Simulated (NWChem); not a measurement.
A series in which one site is exchanged, each optimised at PBE0/def2-SVP with NWChem, gas phase unless a solvent is named. All stand in one matching conformer (torsions within 35°), which need not be the lowest. Low-valent species are run as closed-shell singlets; no triplet was tried in these runs. Some are not confirmed as minima by frequencies. def2 effective core potentials on Sn, Pb; no spin-orbit coupling.

A: O([SiH])C (CH4OSi; site = Si)
B: C[O][GeH] (CH₄GeO; site = Ge)
C: [O]([PbH])C (CH₄OPb; site = Pb)
D: C[O][SnH] (CH₄OSn; site = Sn)

```csv
quantity,A,B,C,D
"dipole (D), PBE0/def2-SVP",?,1.05,1.78,0.97
"vertical ionisation energy, ΔSCF, B3LYP/def2-SVP (eV)",?,9.28,9.07,9.07
"lowest singlet excitation, B3LYP/def2-SVPD, TDA (eV)",?,3.42,3.18,3.19
```

Problem. Some entries are withheld; supply them.

Solution. 
- dipole (D), PBE0/def2-SVP, A: 1.70
- vertical ionisation energy, ΔSCF, B3LYP/def2-SVP (eV), A: 8.96
- lowest singlet excitation, B3LYP/def2-SVPD, TDA (eV), A: 3.40
